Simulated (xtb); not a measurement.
F2La, charge +1, singlet, at a GFN2-xTB geometry (such geometries of metal compounds can be far from the true shape) (the multiplicity is a formal guess), atoms displaced at random by about 0.02 Å a coordinate; GFN2-xTB (xtb).

xtb was given this input:
```
$ xtb mol.xyz --gfn 2 --chrg 1 --opt loose --json

# file mol.xyz
3

La     0.33468314     0.23274823     0.07337246
F     -1.56295646     0.24851061    -1.27965722
F     -0.62682519    -1.71820345     0.85998357
```

What the program printed (banner, timings and long lists left out):

```
   ID    Z sym.   atoms
    1   57 La     1
    2    9 F      2, 3

           -------------------------------------------------
          |                Calculation Setup                |
           -------------------------------------------------

           -------------------------------------------------
          |                 G F N 2 - x T B                 |
           -------------------------------------------------

          ...................................................
          :                      SETUP                      :
          :.................................................:
          :  # basis functions                  18          :
          :  # atomic orbitals                  17          :
          :  # shells                            7          :
          :  # electrons                        16          :
          :  max. iterations                   250          :
          :  Hamiltonian                  GFN2-xTB          :
          :  restarted?                      false          :
          :  GBSA solvation                  false          :
          :  PC potential                    false          :
          :  electronic temp.          300.0000000     K    :
          :  accuracy                    1.0000000          :
          :  -> integral cutoff          0.2500000E+02      :
          :  -> integral neglect         0.1000000E-07      :
          :  -> SCF convergence          0.1000000E-05 Eh   :
          :  -> wf. convergence          0.1000000E-03 e    :
          :  Broyden damping             0.4000000          :
          :  net charge                          1          :
          :  unpaired electrons                  0          :
          ...................................................

 iter      E             dE          RMSdq      gap      omega  full diag
   1     16.3195045  0.163195E+02  0.803E+01    2.99       0.0  T
   2     -8.8097574 -0.251293E+02  0.386E+01   41.10       1.0  T
   3     -9.0465649 -0.236808E+00  0.261E+01   23.29       1.0  T
   4     -9.0450093  0.155565E-02  0.262E+01   23.37       1.0  T
   5     -9.2151195 -0.170110E+00  0.280E+01   16.74       1.0  T
   6     20.3855928  0.296007E+02  0.870E+01    4.91       1.0  T
   7     19.9181289 -0.467464E+00  0.851E+01    4.94       1.0  T
   8    -10.0004432 -0.299186E+02  0.115E+01    3.25       1.0  T
   9     -9.5481486  0.452295E+00  0.159E+01    8.06       1.0  T
  10     -9.6183649 -0.702163E-01  0.151E+01    6.86       1.0  T
  11    -10.1832679 -0.564903E+00  0.105E+01    2.05       1.0  T
  12    -10.2016850 -0.184171E-01  0.105E+01    1.23       1.0  T
  13    -10.1434490  0.582360E-01  0.116E+01    0.99       1.0  T
  14    -10.0818794  0.615696E-01  0.123E+01    0.85       1.0  T
  15     -9.8658307  0.216049E+00  0.141E+01    0.57       1.0  T
  16     -9.8082803  0.575504E-01  0.145E+01    0.52       1.0  T
  17     -9.8073914  0.888971E-03  0.145E+01    0.52       1.0  T
  18     -9.7692988  0.380926E-01  0.147E+01    0.49       1.0  T
  19     -9.7386534  0.306454E-01  0.149E+01    0.47       1.0  T
  20     -9.7583563 -0.197028E-01  0.148E+01    0.49       1.0  T
  21     -9.7629669 -0.461067E-02  0.147E+01    0.49       1.0  T
  22     -9.8786627 -0.115696E+00  0.136E+01    0.59       1.0  T
  23     -9.9303056 -0.516428E-01  0.132E+01    0.65       1.0  T
  24     -9.9323765 -0.207088E-02  0.132E+01    0.65       1.0  T
  25     -9.9752873 -0.429108E-01  0.129E+01    0.70       1.0  T
  26     -9.9464981  0.287892E-01  0.131E+01    0.66       1.0  T
  27     -9.8868135  0.596846E-01  0.135E+01    0.59       1.0  T
  28     -9.8855249  0.128859E-02  0.133E+01    0.59       1.0  T
  29     -9.8512615  0.342634E-01  0.134E+01    0.55       1.0  T
  30     -9.8853599 -0.340984E-01  0.130E+01    0.57       1.0  T
  31     -9.8641249  0.212350E-01  0.134E+01    0.54       1.0  T
  32    -10.0041105 -0.139986E+00  0.109E+01    0.68       1.0  T
  33    -10.0065655 -0.245494E-02  0.108E+01    0.69       1.0  T
  34    -10.1602517 -0.153686E+00  0.702E+00    0.96       1.0  T
  35    -10.2094684 -0.492168E-01  0.557E+00    1.19       1.0  T
  36    -10.1995926  0.987587E-02  0.573E+00    1.13       1.0  T
  37    -10.2027168 -0.312426E-02  0.552E+00    1.14       1.0  T
  38    -10.2185782 -0.158614E-01  0.471E+00    1.27       1.0  T
  39    -10.2182570  0.321201E-03  0.400E+00    1.28       1.0  T
  40    -10.2229215 -0.466448E-02  0.315E+00    1.36       1.0  T
  41    -10.2258959 -0.297442E-02  0.185E+00    1.49       1.0  T
  42    -10.2255294  0.366495E-03  0.112E+00    1.57       1.0  T
  43    -10.2250039  0.525573E-03  0.109E+00    1.61       1.0  T
  44    -10.2248759  0.127990E-03  0.107E+00    1.62       1.0  T
  45    -10.2253570 -0.481138E-03  0.890E-01    1.60       1.0  T
  46    -10.2257150 -0.357961E-03  0.608E-01    1.57       1.0  T
  47    -10.2258565 -0.141543E-03  0.388E-01    1.55       1.0  T
  48    -10.2259151 -0.586319E-04  0.215E-01    1.54       1.0  T
  49    -10.2259326 -0.174729E-04  0.896E-02    1.53       1.0  T
  50    -10.2259337 -0.111936E-05  0.254E-02    1.52       2.3  T
  51    -10.2259337  0.308175E-07  0.102E-02    1.52       5.7  T
  52    -10.2259338 -0.107584E-06  0.293E-03    1.52      19.7  T
  53    -10.2259338  0.326500E-07  0.628E-03    1.52       9.2  T
  54    -10.2259338 -0.262171E-07  0.176E-03    1.52      32.8  T
  55    -10.2259338 -0.394343E-08  0.230E-03    1.52      25.1  T
  56    -10.2259338 -0.383934E-08  0.353E-04    1.52     163.7  T
  57    -10.2259338  0.609059E-10  0.203E-04    1.52     283.9  T

   *** convergence criteria satisfied after 57 iterations ***

         :::::::::::::::::::::::::::::::::::::::::::::::::::::
         ::                     SUMMARY                     ::
         :::::::::::::::::::::::::::::::::::::::::::::::::::::
         :: total energy             -10.225176664008 Eh    ::
[...]
 * total energy  :   -10.2251767 Eh     change       -0.3758949E-10 Eh
   *** GEOMETRY OPTIMIZATION CONVERGED AFTER 1 ITERATIONS ***
[...]
          :  # electrons                        16          :
          :  max. iterations                   250          :
          :  Hamiltonian                  GFN2-xTB          :
          :  restarted?                      false          :
          :  GBSA solvation                  false          :
          :  PC potential                    false          :
          :  electronic temp.          300.0000000     K    :
          :  accuracy                    1.0000000          :
          :  -> integral cutoff          0.2500000E+02      :
          :  -> integral neglect         0.1000000E-07      :
          :  -> SCF convergence          0.1000000E-05 Eh   :
          :  -> wf. convergence          0.1000000E-03 e    :
          :  Broyden damping             0.4000000          :
          :  net charge                          1          :
          :  unpaired electrons                  0          :
          ...................................................

 iter      E             dE          RMSdq      gap      omega  full diag
   1    -10.2259338 -0.102259E+02  0.131E-04    1.52       0.0  T
   2    -10.2259338  0.348463E-09  0.369E-04    1.52     156.5  T
   3    -10.2259338 -0.396277E-09  0.162E-05    1.52    3571.2  T

   *** convergence criteria satisfied after 3 iterations ***

         :::::::::::::::::::::::::::::::::::::::::::::::::::::
         ::                     SUMMARY                     ::
         :::::::::::::::::::::::::::::::::::::::::::::::::::::
         :: total energy             -10.225176664072 Eh    ::
         :: gradient norm              0.001839397658 Eh/a0 ::
         :: HOMO-LUMO gap              1.523620257349 eV    ::
         ::.................................................::
         :: SCC energy               -10.225933794445 Eh    ::
         :: -> isotropic ES            0.129503945583 Eh    ::
         :: -> anisotropic ES          0.004833673299 Eh    ::
         :: -> anisotropic XC         -0.013434918666 Eh    ::
         :: -> dispersion             -0.001052023916 Eh    ::
         :: repulsion energy           0.000757130374 Eh    ::
         :: add. restraining           0.000000000000 Eh    ::
         :: total charge               1.000000000000 e     ::
         :::::::::::::::::::::::::::::::::::::::::::::::::::::

           -------------------------------------------------
          |                Property Printout                |
           -------------------------------------------------

    * Orbital Energies and Occupations

         #    Occupation            Energy/Eh            Energy/eV
      -------------------------------------------------------------
         1        2.0000           -1.1305003             -30.7625
         2        2.0000           -1.0879994             -29.6060
         3        2.0000           -0.8414414             -22.8968
         4        2.0000           -0.7681074             -20.9013
         5        2.0000           -0.7639228             -20.7874
         6        2.0000           -0.7633682             -20.7723
         7        2.0000           -0.7603619             -20.6905
         8        2.0000           -0.7601383             -20.6844 (HOMO)
         9                         -0.7041463             -19.1608 (LUMO)
        10                         -0.6199912             -16.8708
        11                         -0.6150465             -16.7363
        12                         -0.6143369             -16.7170
        13                         -0.6134111             -16.6918
        14                         -0.6099012             -16.5963
        15                         -0.3003611              -8.1732
        16                         -0.1311983              -3.5701
        17                          0.0004615               0.0126
      -------------------------------------------------------------
                  HL-Gap            0.0559920 Eh            1.5236 eV
             Fermi-level           -0.7318609 Eh          -19.9149 eV

     #   Z          covCN         q      C6AA      α(0)
     1  57 La       1.224     1.021  1793.591   161.253
     2   9 F        0.611    -0.009     9.477     3.632
     3   9 F        0.612    -0.012     9.499     3.636

 Mol. C6AA /au·bohr⁶  :       2214.513556
 Mol. C8AA /au·bohr⁸  :     496878.948943
 Mol. α(0) /au        :        168.520572

Wiberg/Mayer (AO) data.
largest (>0.10) Wiberg bond orders for each atom

 ---------------------------------------------------------------------------
     #   Z sym  total        # sym  WBO       # sym  WBO       # sym  WBO
 ---------------------------------------------------------------------------
     1  57 La   1.960 --     3 F    0.980     2 F    0.979
     2   9 F    1.415 --     1 La   0.979     3 F    0.436
     3   9 F    1.416 --     1 La   0.980     2 F    0.436
 ---------------------------------------------------------------------------

Topologies differ in total number of bonds
Writing topology from bond orders to xtbtopo.mol

molecular dipole:
                 x           y           z       tot (Debye)
 q only:        0.688       0.484       0.145
   full:        1.356       0.930       0.282       4.241
molecular quadrupole (traceless):
                xx          xy          yy          xz          yz          zz
 q only:        0.309       0.376      -0.053       0.069       0.204      -0.256
  q+dip:        0.454       0.398      -0.157      -0.281       0.801      -0.298
   full:       -0.422      -1.431      -0.406      -2.143       2.477       0.828

optimized geometry written to: xtbopt.xyz

           -------------------------------------------------
          | TOTAL ENERGY              -10.225176664072 Eh   |
          | GRADIENT NORM               0.001839397658 Eh/α |
          | HOMO-LUMO GAP               1.523620257349 eV   |
           -------------------------------------------------

normal termination of xtb
```
